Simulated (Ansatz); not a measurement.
(ClBe-mu-OH)2 (Be2Cl2O2H2). Total charge 0; singlet. Geometry r2SCAN-D4/def2-SVP.

```xyz
8

Be   -0.9439   -0.4048    0.4886
Cl   -2.4869   -1.0677    1.2832
O     0.5963   -0.8276    0.4669
Be    0.9442    0.4056   -0.4871
Cl    2.4861    1.0659   -1.2862
O    -0.5959    0.8289   -0.4648
H     1.1069   -1.5378    0.8643
H    -1.1067    1.5375   -0.8647
```

LC-ωPBE has ω = 0.4 bohr⁻¹.

Estimate the orbital energies around the gap (eV) in Ansatz with PBE-D4/def2-TZVP, B97M-V/def2-TZVP, r2SCANh-D4/def2-TZVP, PBE0-D4/def2-SVP, LC-ωPBE/def2-TZVP.


```
orbital  PBE-D4/def2-TZVP  B97M-V/def2-TZVP  r2SCANh-D4/def2-TZVP  PBE0-D4/def2-SVP  LC-ωPBE/def2-TZVP
HOMO−13            -19.49            -20.88                -21.31            -22.02             -25.36
HOMO−12            -19.48            -20.88                -21.30            -22.01             -25.35
HOMO−11            -15.65            -16.22                -16.89            -17.71             -20.80
HOMO−10            -12.71            -13.37                -13.84            -14.54             -17.42
 HOMO−9            -10.96            -11.50                -12.10            -12.89             -15.98
 HOMO−8            -10.63            -11.13                -11.74            -12.51             -15.54
 HOMO−7             -9.98            -10.44                -11.10            -11.85             -14.95
 HOMO−6             -9.08             -9.53                 -9.99            -10.57             -13.45
 HOMO−5             -8.75             -9.22                 -9.70            -10.35             -13.38
 HOMO−4             -8.60             -9.08                 -9.67            -10.25             -13.06
 HOMO−3             -7.50             -7.90                 -8.38             -8.86             -11.79
 HOMO−2             -7.42             -7.82                 -8.31             -8.79             -11.74
 HOMO−1             -7.39             -7.79                 -8.27             -8.71             -11.66
   HOMO             -7.23             -7.64                 -8.11             -8.59             -11.51
   LUMO             -1.37             -1.20                 -0.54             -0.21               0.90
 LUMO+1             -0.15              0.18                  0.89              1.02               2.09
 LUMO+2              0.13              0.38                  0.92              1.09               2.73
 LUMO+3              0.17              0.51                  0.98              1.16               2.93
 LUMO+4              0.36              0.59                  1.13              1.65               3.20
 LUMO+5              0.90              1.27                  1.98              2.30               3.81
```
